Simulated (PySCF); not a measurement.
Shifts of the heteroatoms

Bonds (- single, = double, # triple, : aromatic): C1-Si2, Si2-C3, Si2-C4, Si2-O5, O5-Si6, Si6-C7, Si6-C8, Si6-C9. C1 carries H10, H11, H12; C3 carries H13, H14, H15; C4 carries H16, H17, H18; C7 carries H19, H20, H21; C8 carries H22, H23, H24; C9 carries H25, H26, H27.

Level of theory: PBE0-D3(BJ)/def2-SVP geometry, NMR shieldings at PBE0/pcSseg-1/GIAO, in PySCF (a single conformation, non-relativistic Hamiltonian, no solvent model, fast rotation and ring inversion assumed for equivalent nuclei).

Task: Where does ²⁹Si resonate?

Result: 
```csv
atoms,environment,σ (ppm),δ (ppm)
Si2/Si6,"silicon bonded to 3 C, O",336.9,-1.1
```

Shieldings were converted by a linear fit to measured shifts: ²⁹Si (scatter 9.7 ppm rms, 23.4 ppm with the 5 outliers that the fit left out vs TMS, solution or neat liquid). Occasional misses reach two or three times the rms, and more in compound classes unlike the fitted ones.

On a 300 MHz spectrometer ²⁹Si resonates near 59.6 MHz, so 1 ppm is 59.6 Hz.

Task: Where does ¹⁷O resonate?

Result: 
```
atoms            environment  σ (ppm)  δ (ppm)
   O5  oxygen bonded to 2 Si    256.1     35.7
```

Shieldings were converted by a linear fit to measured shifts: ¹⁷O (scatter 13.4 ppm rms, 14.2 ppm with the 1 outlier that the fit left out vs liquid water, solution or neat liquid). Occasional misses reach two or three times the rms, and more in compound classes unlike the fitted ones.

On a 500 MHz spectrometer ¹⁷O resonates near 67.8 MHz, so 1 ppm is 67.8 Hz.
